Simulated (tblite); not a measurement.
Calculated harmonic vibrations of the isolated species, GFN2-xTB (tblite), most abundant isotopes, no scaling. Errors from tens to a few hundred cm⁻¹ against measured bands are possible. Modes of hydrogen on silicon can be 10 to 20 % off. One conformer each. Thermal functions are those of the rigid rotor and harmonic oscillator, without mixing of conformers.

Question: Order these by their ideal-gas entropy at 298.15 K and 1 bar, highest first (J/(mol K)).
A. `c1(cpc(CC)cp1)C`
B. `[SiH3]N1N=C(C)[C@@H](CC)C1`
C. `C[Si@@H]1[Si@H](C=C)[SiH2][SiH2]1`
D. `N#C[C@@]1(F)CCCC[SiH2]1`

Answer: C (480.5), B (447.0), A (427.3), D (400.0).

```
                          SMILES  atoms  mass (u)  symmetry number  modes under 300 cm⁻¹  ZPE (kJ/mol)  S translation (J/(mol K))  S rotation  S vibration      S     Cp
C=C[Si@@H]1[SiH2][SiH2][Si@@H]1C     19    160.00                1                     9         333.0                      172.2       126.0        182.4  480.5  212.9
         CC[C@H]1CN([SiH3])N=C1C     23    142.09                1                    10         494.4                      170.7       125.3        151.0  447.0  184.4
                   CCc1cpc(C)cp1     19    156.03                1                     8         390.3                      171.8       125.5        129.9  427.3  164.7
         N#C[C@@]1(F)CCCC[SiH2]1     19    143.06                1                     7         382.2                      170.8       122.6        106.6  400.0  165.0
```

Entropies and Cp are for 298.15 K and 1 bar.
